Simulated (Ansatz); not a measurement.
The cluster Sc₈O₁₂, 20 atoms. Hardware: 2 threads of AMD EPYC 7R13 on a shared host and a share (18 GiB) of an NVIDIA H100 80GB HBM3.

Correlated methods freeze 52 core orbitals; core or outer-core shells of Sc are correlated, in sets that lack core-valence functions. Single mean-field runs in def2-SVP, def2-TZVP are fitted with def2-universal-jkfit.

**Question.** How many basis functions does each of these Ansatz runs have, and roughly what does it cost? r2SCAN-D4/def2-TZVP, charge 0 singlet, energy, from earlier orbitals; PBE0-D4/def2-SVP, charge 0 singlet, energy, from earlier orbitals; PBE-D4/def2-SVP, charge 0 singlet, energy, from earlier orbitals; PBE-D4/def2-SVP, charge 0 singlet, relaxation, 44 steps; PBE0-D4/def2-TZVP, charge 0 singlet, energy, from earlier orbitals; MP2/def2-SVP, charge 0 singlet, energy, from earlier orbitals; PBE-D4/def2-TZVP, charge 0 singlet, energy and forces, from earlier orbitals; r2SCAN0-D4/def2-TZVP, charge 0 singlet, energy, from earlier orbitals; RPA@PBE/def2-SVP, charge 0 singlet, energy, from earlier orbitals.

**Answer.** Other jobs shared the machine, so times can vary by a factor of up to 3.

```json
{"run": "PBE-D4/def2-SVP, charge 0 singlet, energy, from earlier orbitals", "functions": "416", "fitting or Cholesky vectors": "3036", "wall time": "4.7 s", "peak host memory (GiB)": "0.97"}
{"run": "PBE0-D4/def2-SVP, charge 0 singlet, energy, from earlier orbitals", "functions": "416", "fitting or Cholesky vectors": "3036", "wall time": "6 s", "peak host memory (GiB)": "0.96"}
{"run": "PBE-D4/def2-TZVP, charge 0 singlet, energy and forces, from earlier orbitals", "functions": "732", "fitting or Cholesky vectors": "3036", "wall time": "8 s", "peak host memory (GiB)": "1.2"}
{"run": "r2SCAN-D4/def2-TZVP, charge 0 singlet, energy, from earlier orbitals", "functions": "732", "fitting or Cholesky vectors": "3036", "wall time": "10 s", "peak host memory (GiB)": "1.2"}
{"run": "r2SCAN0-D4/def2-TZVP, charge 0 singlet, energy, from earlier orbitals", "functions": "732", "fitting or Cholesky vectors": "3036", "wall time": "12 s", "peak host memory (GiB)": "1.2"}
{"run": "PBE0-D4/def2-TZVP, charge 0 singlet, energy, from earlier orbitals", "functions": "732", "fitting or Cholesky vectors": "3036", "wall time": "14 s", "peak host memory (GiB)": "1.1"}
{"run": "MP2/def2-SVP, charge 0 singlet, energy, from earlier orbitals", "functions": "416", "fitting or Cholesky vectors": "4299", "wall time": "17 s", "peak host memory (GiB)": "1.1"}
{"run": "RPA@PBE/def2-SVP, charge 0 singlet, energy, from earlier orbitals", "functions": "416", "fitting or Cholesky vectors": "4299", "wall time": "21 s", "peak host memory (GiB)": "2.8"}
{"run": "PBE-D4/def2-SVP, charge 0 singlet, relaxation, 44 steps", "functions": "416", "fitting or Cholesky vectors": "3036", "wall time": "3.3 min", "peak host memory (GiB)": "1"}
```
